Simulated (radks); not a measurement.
Task: Coherent X-ray form factor from a spherical all-electron density. Calculated with a radial shooting solver on a logarithmic mesh with Libxc functionals: Dirac Kohn-Sham, exchange-only B88, spin-unpolarised, spherical densities, finite nucleus; Fermi nuclear charge, rms radius of each element as measured or else 0.836 A^(1/3) + 0.57 fm.

| sin(theta)/lambda (1/angstrom) | f0 (electrons) |
|---|---|
| 0.05 | 43.445 |
| 0.1 | 41.889 |
| 0.15 | 39.614 |
| 0.2 | 36.958 |
| 0.25 | 34.215 |
| 0.3 | 31.592 |
| 0.4 | 27.099 |
| 0.5 | 23.717 |
| 0.6 | 21.221 |
| 0.8 | 17.690 |
| 1 | 14.872 |
| 1.25 | 11.762 |
| 1.5 | 9.291 |
| 2 | 6.464 |

The species is in the configuration that NIST lists as its ground one. Which atom or ion scatters so?

Result: The palladium ion Pd2+, [Kr] 4d8. Extrapolating in s^2 from the first two rows gives f0(0) = 44.0, near the electron count 44; among species with that count, the fall with angle is slower the higher Z, and the table is that of Z = 46; from so few rows the species is fixed only to a neighbour or two.
